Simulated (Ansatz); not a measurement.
S8 (`S1SSSSSSS1`): the same geometry under several functionals.

```yaml
crystal:
  periodic: [false, false, false]
  atoms:
    - {symbol: S, position_ang: [-0.217055, -1.458035, 1.882968]}
    - {symbol: S, position_ang: [1.269436, -1.946067, 0.567551]}
    - {symbol: S, position_ang: [2.369061, -0.263104, 0.197963]}
    - {symbol: S, position_ang: [1.723831, 0.543377, -1.565956]}
    - {symbol: S, position_ang: [0.426138, 2.062229, -1.133220]}
    - {symbol: S, position_ang: [-1.478259, 1.342601, -1.316404]}
    - {symbol: S, position_ang: [-2.160264, 0.866470, 0.550760]}
    - {symbol: S, position_ang: [-1.932867, -1.147459, 0.816338]}
basis:
  gaussian: {orbitals: def2-TZVPP}
hamiltonian: {xc: {name: wB97M-V}}
output: {forces: true, orbitals: {seedname: orbitals}}
```

```sh
$ ansatz run in.yaml --threads 2 --pin off --events-out ev --progress --plain --max-ram 32768MiB --backend cuda --devices 0, --max-vram 18GiB
```

Output, abridged:

```
Functional definition: wB97M-V
2328 factors; their error is unknown
352 factors; integrals over basis functions are off by at most 1.5e-5 eV
mean field evaluation 1: about -86682.2194 eV, gradient 2.1e1 eV
mean field evaluation 2: about -86683.1394 eV, gradient 1.5e1 eV
mean field evaluation 4: about -86683.5390 eV, gradient 9.9e-1 eV
mean field evaluation 8: about -86683.5714 eV, gradient 8.6e-2 eV
mean field evaluation 16: about -86683.5715 eV, gradient 3.2e-5 eV
mean field -86683.57148385 eV, -3185.5624957965 hartree, gradient 3.2e-5 eV, S^2 0.000000; 0 other end points of the search recorded, 0 dependent functions left out
reference -86683.57153100 eV, -3185.5624975293 hartree; 64, 64 occupied and 272, 272 virtual orbitals, 2328 factors
Total energy: -86683.57153100 eV, -3185.5624975293 hartree
Atom 0 at    -0.217055    -1.458035     1.882968 Å, force     0.045374     0.123271     0.187111 eV/Å
Atom 1 at     1.269436    -1.946067     0.567551 Å, force    -0.035389    -0.155085    -0.164607 eV/Å
Atom 2 at     2.369061    -0.263104     0.197963 Å, force     0.069060     0.134514     0.171834 eV/Å
Atom 3 at     1.723831     0.543377    -1.565956 Å, force    -0.030992    -0.131660    -0.184399 eV/Å
Atom 4 at     0.426138     2.062229    -1.133220 Å, force     0.051211     0.155837     0.159239 eV/Å
Atom 5 at    -1.478259     1.342601    -1.316404 Å, force    -0.061308    -0.124349    -0.182148 eV/Å
Atom 6 at    -2.160264     0.866470     0.550760 Å, force     0.027650     0.144956     0.174966 eV/Å
Atom 7 at    -1.932867    -1.147459     0.816338 Å, force    -0.065606    -0.147484    -0.161995 eV/Å
Dipole moment:    -0.000003    -0.000009    -0.000011 e Å
```

It took 19 s on 2 threads of an AMD EPYC 7R13 on a shared host and a share of an NVIDIA H100 80 GB, with 1.1 GiB of host memory at the peak.

Changing it to `hamiltonian: {xc: {name: B97M-V}}` and no forces (abridged; 12 s):

```
Functional definition: B97M-V
mean field evaluation 16: about -86665.6875 eV, gradient 6.4e-5 eV
mean field -86665.68747622 eV, -3184.9052706381 hartree, gradient 6.4e-5 eV, S^2 0.000000
Total energy: -86665.68753509 eV, -3184.9052728017 hartree
```

The same input with `hamiltonian: {xc: {name: r2SCAN0}, dispersion: d4}` and no forces (abridged; 8.5 s):

```
Functional definition: r2SCAN0
mean field evaluation 16: about -86680.9118 eV, gradient 4.3e-5 eV
mean field -86680.91175157 eV, -3185.4647524378 hartree, gradient 4.3e-5 eV, S^2 0.000000
Total energy: -86681.12461332 eV, -3185.4725749630 hartree
```

The same input with `hamiltonian: {xc: {name: wB97X-V}}` and no forces (abridged; 6.5 s):

```
Functional definition: wB97X-V
mean field evaluation 16: about -86674.0952 eV, gradient 2.2e-5 eV
mean field -86674.09518764 eV, -3185.2142483340 hartree, gradient 1.8e-5 eV, S^2 0.000000
Total energy: -86674.09518568 eV, -3185.2142482618 hartree
```

With the line `hamiltonian: {xc: {name: PBE-QIDH}}` and no forces (abridged; 11 s):

```
Functional definition: PBE-QIDH
mean field evaluation 16: about -86624.2960 eV, gradient 5.7e-5 eV
mean field -86624.29596901 eV, -3183.3841608045 hartree, gradient 8.2e-6 eV, S^2 0.000000
40 core orbitals not correlated: weight in the atoms' cores, before any rotation towards them, 1.000 or more for the frozen orbitals, at most 0.000 for the correlated occupied ones
second order -43.51677209 eV of doubles, -0.00000000 eV of singles
Total energy: -86638.80157208 eV, -3183.9172318848 hartree
```

The same input with `hamiltonian: {xc: {name: B2PLYP}}` and no forces (abridged; 9 s):

```
Functional definition: B2PLYP
mean field evaluation 16: about -86647.3582 eV, gradient 4.8e-5 eV
mean field -86647.35822477 eV, -3184.2316830716 hartree, gradient 5.1e-6 eV, S^2 0.000000
40 core orbitals not correlated: weight in the atoms' cores, before any rotation towards them, 1.000 or more for the frozen orbitals, at most 0.000 for the correlated occupied ones
second order -47.54617982 eV of doubles, -0.00000000 eV of singles
Total energy: -86660.19587614 eV, -3184.7034580575 hartree
```
